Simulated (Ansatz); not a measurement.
ReO3(OH) (ReO4H). Total charge 0; singlet. Geometry PBE-D4/def2-SVP; atoms count from 1.

```
atom    x (Å)    y (Å)    z (Å)
 Re1  -0.1556  -0.3745  -0.1698
  O2  -1.7212  -0.6045  -0.8389
  O3   1.0322  -0.7331  -1.3601
  O4   0.0713  -1.4643   1.1405
  O5  -0.0202   1.4155   0.4054
  H6   0.7936   1.7610   0.8230
```

In the def2 sets Re takes a core potential; there is no spin–orbit coupling.

(1) Estimate the Mulliken populations from the PBE0/def2-TZVP orbitals of Ansatz.

(2) And the Mayer bond orders between bonded heavy atoms (over 0.3)?

Results:

(1) 
```
atom  charge (e)  d electrons
 Re1        1.54         4.37
  O2       -0.43            –
  O3       -0.44            –
  O4       -0.44            –
  O5       -0.60            –
  H6        0.37            –
```
Mulliken values and Mayer orders depend strongly on the basis.

(2) Re1–O2 1.90 (1.72 Å); Re1–O3 1.91 (1.72 Å); Re1–O4 1.91 (1.72 Å); Re1–O5 1.02 (1.89 Å).
